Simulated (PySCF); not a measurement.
Electron correlation in B+ (boron, charge +1)

[He] 2s1 3s1, high-spin 3S determinant (an excited configuration). Calculation: PySCF 2.14, in dyall-acv3z; scalar relativity by spin-free X2C-1e. Frozen: nothing; 4 electrons correlated; the 5 highest virtual orbitals of each spin left out.

```csv
level,correlation energy (mhartree)
CCSD,-54.23
(T),-0.14
CCSD(T),-54.37
```

Diagnostics: T1 = 0.0093, D1 = 0.0262, largest double amplitude 0.075.

Is a single reference adequate?

Mostly. T1 lies below 0.03, but a double amplitude of this size points to a near-degeneracy that CCSD handles and MP2 describes poorly.
